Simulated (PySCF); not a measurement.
**Vibration and rotation of GeN**

ROHF-CCSD(T) constants of GeN, ²Σ⁺ (doublet), unpaired electrons σ ↑ (PySCF, spin-free X2C with a Gaussian nucleus, basis sets Ge jorge-DZP-DKH, N jorge-DZP-DKH; masses 73.9212 and 14.0031 u):

| Property | Result |
| --- | --- |
| ωe | 928.0 cm⁻¹ |
| ωexe | 5.51 cm⁻¹ |
| Be | 0.51279 cm⁻¹ |
| αe | 0.00385 cm⁻¹ |
| D (centrifugal) | 6.26e-07 cm⁻¹ |
| De to Ge + N | 3.20 eV |

Give the vibrational terms G(v) and spacings up to v = 6.

G(v) = ωe(v+½) − ωexe(v+½)².

```json
{"v": "0", "G(v) (cm⁻¹)": "462.6", "G(v) − G(v−1)": "", "Bv (cm⁻¹)": "0.5109"}
{"v": "1", "G(v) (cm⁻¹)": "1379.6", "G(v) − G(v−1)": "917.0", "Bv (cm⁻¹)": "0.5070"}
{"v": "2", "G(v) (cm⁻¹)": "2285.6", "G(v) − G(v−1)": "906.0", "Bv (cm⁻¹)": "0.5032"}
{"v": "3", "G(v) (cm⁻¹)": "3180.5", "G(v) − G(v−1)": "894.9", "Bv (cm⁻¹)": "0.4993"}
{"v": "4", "G(v) (cm⁻¹)": "4064.4", "G(v) − G(v−1)": "883.9", "Bv (cm⁻¹)": "0.4955"}
{"v": "5", "G(v) (cm⁻¹)": "4937.3", "G(v) − G(v−1)": "872.9", "Bv (cm⁻¹)": "0.4916"}
{"v": "6", "G(v) (cm⁻¹)": "5799.2", "G(v) − G(v−1)": "861.9", "Bv (cm⁻¹)": "0.4878"}
```

How well does the Morse estimate ωe²/(4ωexe) reproduce De, and what is D0?

It gives 4.84 eV, 151 % of the computed De. D0 = De − G(0) = 3.20 − 0.06 = 3.14 eV.

Correlated steps freeze 10 core orbitals. Correlated levels converge slowly with the basis: in double zeta they bind strong bonds too weakly, by up to about 1 eV, and carry superposition errors of some tenths. Spin–orbit coupling is left out. The CCSD T1 diagnostic is raised, a sign that a single reference may not be enough here. The state is the lowest determinant that a PBE0 search found; another state may lie lower at other levels.
